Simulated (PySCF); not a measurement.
# Partial charges of `O=CCCOC(F)(F)F`

Compound: C4H5F3O2.
Cartesian coordinates in Å at the GFN2-xTB level; atoms count from 1:
```
atom  x, y, z in Å
O1     2.562   -1.322    0.026
C2     2.481   -0.131    0.100
C3     1.199    0.652    0.165
C4    -0.021   -0.255    0.124
O5    -1.186    0.591    0.190
C6    -2.343   -0.038    0.166
F7    -2.513   -0.901    1.186
F8    -3.332    0.843    0.234
F9    -2.540   -0.770   -0.947
H10    3.382    0.511    0.129
H11    1.195    1.245    1.082
H12    1.173    1.354   -0.671
H13   -0.040   -0.836   -0.803
H14   -0.017   -0.943    0.976
```

Density: PBE0/pcSseg-1 (PySCF); schemes: Mulliken, IAO, Hirshfeld and ESP-fitted. The structure is a single GFN2-xTB conformer in the gas phase; no vibrational or solvent corrections.

**Question.** What partial charge does each atom carry?

**Answer.** In e:

```json
{"atom": "O1", "environment": "aldehyde oxygen", "Mulliken": "-0.343", "IAO": "-0.381", "Hirshfeld": "-0.209", "ESP-fitted": "-0.472"}
{"atom": "C2", "environment": "aldehyde carbon", "Mulliken": "+0.236", "IAO": "+0.271", "Hirshfeld": "+0.146", "ESP-fitted": "+0.497"}
{"atom": "C3", "environment": "sp3 carbon next to a carbonyl", "Mulliken": "-0.312", "IAO": "-0.321", "Hirshfeld": "-0.073", "ESP-fitted": "-0.212"}
{"atom": "C4", "environment": "sp3 carbon bound to oxygen", "Mulliken": "+0.047", "IAO": "-0.060", "Hirshfeld": "+0.008", "ESP-fitted": "+0.380"}
{"atom": "O5", "environment": "ether oxygen", "Mulliken": "-0.483", "IAO": "-0.361", "Hirshfeld": "-0.135", "ESP-fitted": "-0.424"}
{"atom": "C6", "environment": "CF3 carbon", "Mulliken": "+0.945", "IAO": "+0.950", "Hirshfeld": "+0.310", "ESP-fitted": "+0.649"}
{"atom": "F7", "environment": "fluorine of a CF3 group", "Mulliken": "-0.279", "IAO": "-0.297", "Hirshfeld": "-0.105", "ESP-fitted": "-0.208"}
{"atom": "F8", "environment": "fluorine of a CF3 group", "Mulliken": "-0.243", "IAO": "-0.268", "Hirshfeld": "-0.094", "ESP-fitted": "-0.167"}
{"atom": "F9", "environment": "fluorine of a CF3 group", "Mulliken": "-0.279", "IAO": "-0.297", "Hirshfeld": "-0.105", "ESP-fitted": "-0.207"}
{"atom": "H10", "environment": "formyl hydrogen", "Mulliken": "+0.090", "IAO": "+0.103", "Hirshfeld": "+0.048", "ESP-fitted": "-0.020"}
{"atom": "H11", "environment": "methylene hydrogen", "Mulliken": "+0.164", "IAO": "+0.172", "Hirshfeld": "+0.062", "ESP-fitted": "+0.080"}
{"atom": "H12", "environment": "methylene hydrogen", "Mulliken": "+0.164", "IAO": "+0.172", "Hirshfeld": "+0.062", "ESP-fitted": "+0.079"}
{"atom": "H13", "environment": "methylene hydrogen", "Mulliken": "+0.147", "IAO": "+0.158", "Hirshfeld": "+0.044", "ESP-fitted": "+0.012"}
{"atom": "H14", "environment": "methylene hydrogen", "Mulliken": "+0.147", "IAO": "+0.158", "Hirshfeld": "+0.044", "ESP-fitted": "+0.012"}
```

Mean size of the charges over all atoms: IAO 0.284 e, Mulliken 0.277 e, ESP-fitted 0.244 e, Hirshfeld 0.103 e. Each set sums to the total charge, 0, to within 0.001 e. The Hirshfeld scheme weights the molecular density at each point by an atom's share of the summed free-atom densities.

Lowest charge. The schemes don't all agree: Mulliken O5 (-0.483); IAO O1 (-0.381); Hirshfeld O1 (-0.209); ESP-fitted O1 (-0.472).

Highest charge. All schemes agree: Mulliken C6 (+0.945); IAO C6 (+0.950); Hirshfeld C6 (+0.310); ESP-fitted C6 (+0.649).

**Question.** How closely do the schemes follow one another over all atoms?

**Answer.** Correlation coefficient and root-mean-square difference: Mulliken with IAO 0.99, 0.047 e; IAO with Hirshfeld 0.97, 0.228 e; Mulliken with Hirshfeld 0.97, 0.229 e; Hirshfeld with ESP-fitted 0.92, 0.204 e; Mulliken with ESP-fitted 0.88, 0.164 e; IAO with ESP-fitted 0.86, 0.181 e.

**Question.** Sum the charges by element.

**Answer.** 
```csv
element,atoms,Mulliken,IAO,Hirshfeld,ESP-fitted
O,2,-0.825,-0.742,-0.344,-0.896
C,4,+0.916,+0.840,+0.390,+1.314
F,3,-0.802,-0.861,-0.304,-0.582
H,5,+0.711,+0.764,+0.258,+0.164
```

**Question.** How many electrons does the IAO scheme count on O1?

**Answer.** Z − q = 8 − (-0.381) = 8.381.
